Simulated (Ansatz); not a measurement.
`O[SiH2][SiH2][SiH2]F` + PH₃ → `O[SiH2][SiH2]P` + `F[SiH3]`  (cleavage of the Si–Si bond)

Gas-phase electronic energies from Ansatz, PBE0-D4/def2-TZVP geometries. CCSD(T)/CBS is the MP2 limit (def2-TZVPP, def2-QZVPP) plus CCSD(T) − MP2 in def2-TZVPP, frozen cores. This one scheme is used for every species. DFT in def2-TZVPP. Each species was taken in one conformer, which may not be the lowest.

`O[SiH2][SiH2][SiH2]F`:

Cartesian coordinates in Å:
```
O 2.088 0.095 0.378
Si 1.346 -0.177 -1.077
Si -0.852 -0.747 -0.515
Si -1.436 0.614 1.298
F -3.002 0.475 1.634
H 3.017 0.331 0.372
H 2.042 -1.247 -1.849
H 1.358 1.051 -1.924
H -0.956 -2.184 -0.140
H -1.750 -0.487 -1.675
H -0.680 0.233 2.517
H -1.175 2.043 0.981
```

PH₃:

Z-matrix (Å, degrees):
```
P
H 1 1.420
H 1 1.420 2 93.1
H 1 1.420 2 93.1 3 93.3
```

`O[SiH2][SiH2]P`:

Cartesian coordinates in Å:
```
O -1.737 -0.465 -0.892
Si -0.479 -1.249 -0.154
Si 0.618 0.381 1.110
P 1.155 2.198 -0.122
H -2.315 -0.983 -1.455
H -0.974 -2.385 0.679
H 0.461 -1.826 -1.160
H -0.232 0.837 2.244
H 1.877 -0.182 1.673
H 1.739 1.430 -1.165
H -0.115 2.245 -0.758
```

`F[SiH3]`:

Cartesian coordinates in Å:
```
F -0.066 0.805 -1.334
Si 0.002 -0.021 0.035
H -1.383 -0.241 0.515
H 0.775 0.772 1.019
H 0.672 -1.315 -0.234
```

```tsv
level	ΔE (eV)
B2PLYP	-0.24
PBE	-0.17
r2SCAN	-0.21
HF/def2-TZVPP	-0.26
CCSD/def2-TZVPP	-0.22
MP2/def2-QZVPP	-0.31
HF/CBS(def2)	-0.27
MP2/CBS(def2)	-0.32
```

What does CCSD(T)/CBS give? (An estimate is asked.)

The calculation gave: -0.24 eV. The listed levels differ from it by 0.00, 0.07, 0.03, -0.02, 0.02, -0.07, -0.03, -0.08 eV.

Largest T1 diagnostic among the species: 0.013.
